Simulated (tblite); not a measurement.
C4H13ClOSi2.
Structure used (GFN2-xTB), in Å, numbered top down from 1:
```xyz
21
C4H13ClOSi2 angstrom
C     -0.9921   -2.3238    0.5862
C     -0.6297   -0.8408    0.5221
C     -1.6030   -0.0720   -0.3662
Si    -1.2557    1.7971   -0.5229
C      0.8023   -0.6779    0.0198
O      1.2087    0.6523    0.1787
Si     2.7076    1.2553    0.2327
Cl     2.3852    3.1876    0.5814
H     -0.9329   -2.7709   -0.4044
H     -0.3166   -2.8622    1.2481
H     -2.0069   -2.4459    0.9569
H     -0.6689   -0.4213    1.5335
H     -2.6081   -0.2090    0.0373
H     -1.6068   -0.5294   -1.3584
H     -0.2614    2.0778   -1.5572
H     -0.9189    2.3668    0.7780
H     -2.5227    2.3938   -0.9737
H      0.8626   -0.9431   -1.0427
H      1.4782   -1.3400    0.5733
H      3.4656    0.6483    1.3256
H      3.4047    1.0744   -1.0390
```

Computed values, GFN2-xTB/tblite, gas phase, harmonic and unscaled. Errors from tens to a few hundred cm⁻¹ against measured bands are possible. Modes of hydrogen on silicon can be 10 to 20 % off. One conformer, not necessarily the lowest.

Harmonic wavenumbers (cm⁻¹): 27.4, 40.3, 67.9, 92.3, 127.5, 180.0, 201.3, 218.2, 249.9, 272.5, 329.7, 413.3, 442.7, 514.4, 521.7, 548.0, 557.4, 605.8, 735.4, 741.6, 768.6, 786.9, 809.7, 817.1, 833.6, 844.5, 901.8, 947.7, 984.2, 1049.6, 1099.7, 1143.1, 1166.4, 1180.7, 1256.3, 1262.3, 1304.8, 1343.1, 1363.6, 1413.3, 1481.2, 1491.3, 1501.5, 1502.0, 2200.1, 2234.7, 2270.6, 2279.9, 2295.6, 2898.8, 2922.7, 2934.7, 2961.7, 2979.0, 3022.4, 3027.1, 3040.6.

A = 1773, B = 668.4, C = 511.8 MHz; mass 168.019 u (most abundant isotopes); point group C1, symmetry number 1.

Question: Zero-point energy?

Answer: Half the sum of the wavenumbers: 34604 cm⁻¹ = 413.96 kJ/mol.

Question: Give the ideal-gas entropy at 500 K and 1 bar in the rigid-rotor, harmonic-oscillator model (classical rotation).

Answer: Translation 183.51, rotation 134.69, vibration 271.23: S = 589.4 J/(mol K).

Question: And Cp and H(500 K) − H(0)?

Answer: Cp = 276.38 J/(mol K), of which vibrations give 243.13 (their classical limit is 57 R = 473.9); H(500 K) − H(0) = 82.65 kJ/mol without the zero-point energy, 66.02 from vibrations.

Question: Blend soft modes into free rotors: weight 1/[1 + (100 cm⁻¹/ν̃)⁴] for the oscillator and the rest for a rotor with moment μB/(μ + B), μ = h/(8π²ν), B = 10⁻⁴⁴ kg m². What vibrational entropy results?

Answer: 243.84 J/(mol K) in place of 271.23, which changes −T·S at 500 K by +13.70 kJ/mol.

Question: What must be added to the electronic energy to get the Gibbs energy at 500 K and 1 bar?

Answer: ZPE + [H(500 K) − H(0)] − T·S = 413.96 + 82.65 − 294.71 = 201.90 kJ/mol.

Hindered rotation and anharmonicity are outside this model. Other conformers, if any are populated, would add a mixing term that is left out. The structure is chiral; the term R ln 2 for an equal mix with its mirror image is left out.
